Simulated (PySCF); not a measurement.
PySCF input file for MoOF2, SMILES [O]=[Mo]([F])[F] (connectivity only; charge and spin as stated), neutral, multiplicity 3, PBE-D3(BJ)/def2-TZVP. Geometry: PBE-D3(BJ)/def2-TZVP. The spin state was assumed, not searched. The def2 effective core potentials stand for the cores of Mo; spin–orbit coupling is left out.

```python
import numpy as np
from pyscf import gto, scf, dft, df
from pyscf.hessian import thermo

mol = gto.M(
    atom='''
    Mo    0.00000000    0.00000000    0.06445449
    O     0.00000000    0.00000000    1.73850699
    F     0.00000000    1.60413483   -0.92306358
    F     0.00000000   -1.60413483   -0.92306358
    ''',
    basis='def2-TZVP',
    ecp={'Mo': 'def2-tzvp'},
    charge=0,
    spin=2,
    max_memory=1600,
    verbose=3,
)
mf = dft.UKS(mol, xc='pbe').density_fit(auxbasis='def2-universal-jkfit')
mf.disp = 'd3bj'
mf.grids.level = 3
mf.conv_tol = 1e-11
mf.max_cycle = 100
mf.kernel()
fine, coarse = mf.grids, dft.Grids(mol).set(level=1).build(with_non0tab=True)
for _ in range(3):  # follow internal instabilities
    mf.grids = coarse
    mo, _, stable, _ = mf.stability(return_status=True, nroots=4)
    mf.grids = fine
    if stable:
        break
    mf.kernel(mf.make_rdm1(mo, mf.mo_occ))

# [left out here: the lines that compute and print the analytic Hessian (its translational invariance restored by hand, since the grid's response is missing), thermochemistry and intensities]
```

Log of the run:

```

WARN: HOMO -0.410146618507596 >= LUMO -0.413141739711586

converged SCF energy = -343.146063295504  <S^2> = 2.0130619  2S+1 = 3.0086953
<class 'pyscf.df.df_jk.DFUKS'> wavefunction is stable in the internal stability analysis

WARN: DFTD3 does not support analytical Hessian, using finite difference


WARN: Mole.unit (angstrom) is changed to Bohr

Mode                                 0                   1                   2
Irrep
Freq [cm^-1]                      140.6342            164.3749            197.3887
Reduced mass [au]                  24.6457             21.1384             18.6545
Force const [Dyne/A]                0.2872              0.3365              0.4282
Char temp [K]                     202.3413            236.4989            283.9984
Normal mode                   x     y     z       x     y     z       x     y     z
       0  Mo                -0.06  0.00 -0.00   -0.00 -0.00  0.04    0.00  0.04  0.00
       1   O                 0.14 -0.00 -0.00    0.00  0.00  0.04   -0.00 -0.20  0.00
       2   F                 0.10  0.00  0.00    0.00 -0.10 -0.11   -0.00 -0.01 -0.08
       3   F                 0.10 -0.00  0.00    0.00  0.10 -0.11   -0.00 -0.01  0.08
Mode                                 3                   4                   5
Irrep
Freq [cm^-1]                      641.8729            653.2156           1028.2592
Reduced mass [au]                  20.2858             23.4158             18.2087
Force const [Dyne/A]                4.9242              5.8867             11.3432
Char temp [K]                     923.5122            939.8318           1479.4360
Normal mode                   x     y     z       x     y     z       x     y     z
       0  Mo                -0.00 -0.00  0.03    0.00 -0.05 -0.00    0.00  0.00  0.04
       1   O                 0.00  0.00  0.03   -0.00  0.01 -0.00   -0.00  0.00 -0.23
       2   F                 0.00  0.13 -0.08   -0.00  0.12 -0.07   -0.00 -0.00 -0.00
       3   F                 0.00 -0.13 -0.08   -0.00  0.12  0.07   -0.00  0.00 -0.00
temperature 298.1500 [K]
pressure 101325.00 [Pa]
Rotational constants [GHz] 6.22991 5.16878 2.82498
Symmetry number 2
Zero-point energy (ZPE) 0.00644 [Eh]   16901.711 [J/mol]
                           tot       elec      trans        rot        vib
Entropy [J/mol/K]       316.677      9.134    171.232    101.648     34.662
Cv [J/mol/K]             57.811      0.000     12.472     12.472     32.867
Cp [J/mol/K]             66.125      0.000     20.786     12.472     32.867
Internal energy [J/mol]                      3718.434   3718.434  22540.214
Internal energy [Eh]   -343.13465  -343.14606
Enthalpy [J/mol]                             6197.391   3718.434  22540.214
Enthalpy [Eh]          -343.13370
Gibbs free energy [J/mol]                  -44855.551 -26587.873  12205.717
Gibbs free energy [Eh] -343.16966
mode   freq/cm-1   IR/(km/mol)
   1      140.63        17.100
   2      164.37         5.891
   3      197.39        12.307
   4      641.87        69.691
   5      653.22       176.983
   6     1028.26       144.776
max |gradient| / (hartree/bohr): 0.00012251757515264973
APT charges: [ 1.8822 -0.6508 -0.6157 -0.6157]
```

Self-consistency was reached.

Cost: very roughly 2.9 core-minutes.
